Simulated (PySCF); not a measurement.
# Worked example: oscillator strength and radiative lifetime

thiourea (CH4N2S), SMILES S=C(N)N.

Geometry: PBE-D3(BJ)/def2-SVP. One conformer was computed; it need not be the lowest.

TDA-LC-ωPBE/def2-SVPD (PySCF) puts the first singlet state with f over 0.02 at 5.51 eV (vertical), with the transition dipole (0.000, 0.000, -1.504) in atomic units.

Task: Find the oscillator strength, the wavelength and the radiative lifetime that this transition would have in vacuum if emission retraced absorption.

Result: 
|μ|² = 2.2620 au, so |μ| = 3.82 D. ΔE = 5.51/27.211 = 0.2025 hartree. f = (2/3) ΔE |μ|² = 0.305 (the program prints 0.305).
λ = 1239.84/5.51 = 225 nm; ν = 44441 cm⁻¹.
Einstein's coefficient A = 0.6670 ν² f s⁻¹ (ν in cm⁻¹) = 4.0e8 s⁻¹, so τ = 1/A = 2.5 ns. This state is S2; the lower singlet has f = 0.001. The figure is the radiative limit of this one transition; relaxation, internal conversion, crossing to triplets and a medium change what is measured.
